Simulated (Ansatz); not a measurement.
Geometry optimisation, Ansatz, RKS B3LYP/def2-SVP.

The input (input.yaml):

```yaml
crystal:
  periodic: [false, false, false]
  atoms:
    - { symbol: F, position_ang: [-0.2612, -0.5928, 1.8365] }
    - { symbol: Sn, position_ang: [0.0266, -0.0072, -0.0103] }
    - { symbol: F, position_ang: [-0.7924, 1.7441, -0.338] }
    - { symbol: F, position_ang: [-0.6827, -1.2888, -1.2288] }
    - { symbol: H, position_ang: [1.7596, 0.0711, -0.3007] }
basis:
  gaussian: { orbitals: def2-SVP }
hamiltonian:
  xc: b3lyp
relax:
  f_tol: 0.02
  max_steps: 40
scf:
  lower_state_search: "off"
```

Launched with:

```bash
$ ansatz run input.yaml --threads 1 --pin off --max-ram 2048MiB --backend cpu --events-out ev --progress --plain --runs-dir out
```

**Question.** Where does it end, and by what steps?

**Answer.** The forces met the threshold. After 3 steps the energy has fallen by 0.137 eV; F1 moved furthest, 0.10 Å.

| step | energy less start (eV) | largest force component (eV/Å) | accepted |
| --- | --- | --- | --- |
| 0 | 0.0000 | 1.239 | yes |
| 1 | -0.1163 | 1.064 | yes |
| 2 | -0.1365 | 0.074 | yes |
| 3 | -0.1367 | 0.002 | yes |

```xyz
5
Properties=species:S:1:pos:R:3
F -0.322 -0.558 1.761
Sn 0.126 -0.007 -0.027
F -0.803 1.656 -0.296
F -0.750 -1.270 -1.183
H 1.798 0.106 -0.296
```

Whether the end is a true minimum wasn't checked by a vibrational analysis.

The run took 7 s on 1 thread of Arm Neoverse V2 (shared host), peak memory 0.13 GiB.
